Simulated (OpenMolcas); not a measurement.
Ti2+: ligand-field states by method

Ti2+ with 4 ligands (chloride) in tetrahedral coordination (Td) at 2.49 Å. A charge of +0.5 e stands 2.6 Å behind each ligand. Ligand basis ANO-RCC-VTZP.
```
Ti    0.0000    0.0000    0.0000
Cl    1.4376    1.4376    1.4376
Cl    1.4376   -1.4376   -1.4376
Cl   -1.4376    1.4376   -1.4376
Cl   -1.4376   -1.4376    1.4376
```

```yaml
Program: OpenMolcas
Basis: ANO-RCC-VTZP [6s5p3d2f1g]
Scalar_Hamiltonian: DKH2, point nucleus
Active_space: 2 electrons in 5 orbitals (3d)
State_averaging: 2S+1 = 3 even, 10 roots; 2S+1 = 1 even, 15 roots
Spin-orbit_coupling: RASSI with atomic mean-field integrals over the reference wave functions
```

I. CASSCF
II. SS-CASPT2, IPEA 0.25 Eh, imaginary shift 0.1 Eh (closed shells correlated: 3s 3p and the ligand valence shells)
III. SS-CASPT2, IPEA 0.25 Eh, imaginary shift 0.1 Eh (closed shells correlated: the ligand valence shells only)

Spin-free states (labels of Td) in cm-1, each column counted from its own energy of the first state listed:

| State | Degeneracy | I | II | III |
| --- | --- | --- | --- | --- |
| 3A2 | 1 | 0 | 0 | 0 |
| 3T2 | 3 | 2907 | 2120 | 2400 |
| 3T1 | 3 | 5047 | 4430 | 4540 |
| 1E | 2 | 11506 | 7430 | 8560 |
| 1T2 | 3 | 14035 | 8980 | 10230 |
| 3T1 | 3 | 15629 | 11980 | 13180 |
| 1A1 | 1 | 17717 | 12920 | 14690 |
| 1T1 | 3 | 18328 | 13770 | 15420 |
| 1E | 2 | 19455 | 15360 | 16710 |
| 1T2 | 3 | 20496 | 15960 | 17340 |
| 1A1 | 1 | 41577 | 29680 | 30480 |

From I to II, I's first state of the same spin (3T2) moves from 2907 to 2120 cm-1, by about -780 cm-1.

From I to II, I's first state of another spin (1E) moves from 11506 to 7430 cm-1, by about -4100 cm-1.

χT at 300 K: I 1.04, II 1.06, III 1.05 cm3 K/mol.

Roots that are degenerate in the reference are averaged as groups; the widest CASPT2 spread within a group is 790 cm-1 (the 3-fold group of multiplicity 3 near 2120 cm-1 above the lowest state of its run, II). Shifts and gaps below about the spread of the groups concerned are not significant. Over all roots computed the reference weight is 0.70 to 0.72 in II, 0.73 to 0.75 in III; a low but even weight reflects the number of correlated electrons. Ligand-to-metal charge-transfer states are missing. With no ligand orbital active B as a rule stays too high, so bands that hang on it stand too high and its fall with covalency is understated. Without dynamic correlation the repulsion within the d shell is too large (B by tens of per cent), so at a given field states of lower spin stand too high (holds for I). With metal d orbitals alone and no dynamic correlation the field as a rule comes out too small, by tens of per cent, by up to half for chloride and softer ligands (holds for I). These CASPT2 states fit no ligand-field parameters well, so their order and spin gaps are uncertain (holds for II; III). With one d shell and no ligand orbital active, 10Dq can be off by tens of per cent for divalent 3d ions, low with halides held by bare charges and at times high in hosts (holds for II; III). Free-ion shares, where given, are those of the reference states; single-state CASPT2 does not remix them (holds for II; III). No measured value stands beside these numbers; the geometry is a model, was not optimised and need not be the one that this ion takes.
